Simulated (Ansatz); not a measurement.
A structure relaxed at PBE-D4/def2-SVPD in Ansatz, charge -1, doublet:

```xyz
6

Ti   -1.052   -0.701   -1.513
Ti    1.039    0.714    1.519
Ti   -0.684   -0.998    0.947
Ti    0.701    0.993   -0.939
Ti   -1.538    1.221    0.158
Ti    1.534   -1.230   -0.172
```

**Question.** Give its formula and point group.

**Answer.** Ti6⁻. Point group D2h (tolerance 0.1 Å).

**Question.** Summarise the bond lengths by kind (pairs closer than 1.2 times the sum of covalent radii, bridged metal pairs left out).

**Answer.** 13 × Ti–Ti 2.49 to 3.07 Å.

The charge -1 doublet is spin-contaminated (final ⟨S²⟩ up to 3.36, 0.75 for a pure state). The highest occupied level of the charge -1 doublet lies above zero (up to 0.17 eV). It is a level of α spin, whose loss leaves a singlet; that state wasn't run at this geometry and level. The electron is either unbound and held by the finite basis, or the level is raised by self-interaction error. The relaxation made no stability test and no search for a lower SCF solution. No other spin state of charge -1 was run. Another isomer (doublet) lies 0.27 eV lower at PBE0-D4/def2-SVP; other spin states weren't run for this one.
